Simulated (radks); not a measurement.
Question: The mean radii <r> (bohr) of the occupied orbitals of an atom or ion are listed with their occupations. Calculated with a radial shooting solver on a logarithmic mesh with Libxc functionals: Dirac Kohn-Sham, PBE, spin-unpolarised, spherical densities, finite nucleus; Fermi nuclear charge, rms radius of each element as measured or else 0.836 A^(1/3) + 0.57 fm.

| orbital | occ. | <r> |
|---|---|---|
| 1s1/2 | 2 | 0.1036 |
| 2s1/2 | 2 | 0.5195 |
| 2p1/2 | 2 | 0.4835 |
| 2p3/2 | 4 | 0.4858 |
| 3s1/2 | 1 | 1.878 |
| 3p1/2 | 2 | 2.313 |
| 3p3/2 | 2 | 2.322 |

Name the element and its charge. Open shells, if any, fill j = l - 1/2 first.

Answer: Z = 15, phosphorus, charge 0: P in [Ne] 3s1 3p4. The 1s radius gives Z: for a bare nucleus <r> = (2 gamma + 1)/(2Z) with gamma = sqrt(1 - (Z/c)^2), 0.0996 bohr for Z = 15, and screening makes it slightly larger (0.1036 here). The occupations add up to 15, and the charge is Z minus that.
